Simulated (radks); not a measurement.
Results of a calculation; reference values are marked as such.
Charge is removed step by step from the 6s level of neutral tungsten, starting from [Xe] 4f14 5d4 6s2. Code: a radial shooting solver on a logarithmic mesh with Libxc functionals. Model: scalar-relativistic Kohn-Sham, PBE, spin-unpolarised, spherical densities, finite nucleus; Fermi nuclear charge, rms radius 5.3658 fm.

\begin{tabular}{lrrr}
removed (e) & E - E(0) (eV) & eigenvalue (eV) & E minus straight line (eV) \\ \hline
0 & 0.000 & -5.711 & 0.000 \\
0.1 & 0.601 & -6.323 & -0.287 \\
0.2 & 1.264 & -6.944 & -0.512 \\
0.3 & 1.990 & -7.572 & -0.674 \\
0.4 & 2.779 & -8.209 & -0.774 \\
0.5 & 3.631 & -8.854 & -0.809 \\
0.6 & 4.549 & -9.505 & -0.779 \\
0.7 & 5.532 & -10.163 & -0.684 \\
0.8 & 6.581 & -10.828 & -0.523 \\
0.9 & 7.697 & -11.500 & -0.295 \\
1 & 8.880 & -12.178 & 0.000 \\
\end{tabular}

Removing the whole electron costs 8.880 eV by Delta-SCF, against 5.711 eV from minus the eigenvalue at the starting occupation. Slater's transition state (half an electron removed) gives 8.854 eV. Integrating minus the eigenvalue over the occupation (Janak's theorem) gives 8.884 eV. In this scalar-relativistic scheme the density is built from large components alone, so the theorem holds only approximately. The mean slope of the eigenvalue, de/dn, is 6.47 eV per electron. Ionisation energy of W in the NIST Atomic Spectra Database: 7.864 eV (measured).

Beside tabulated values, note that spin-unpolarised runs miss the spin-polarisation part of the exchange energy of open shells.
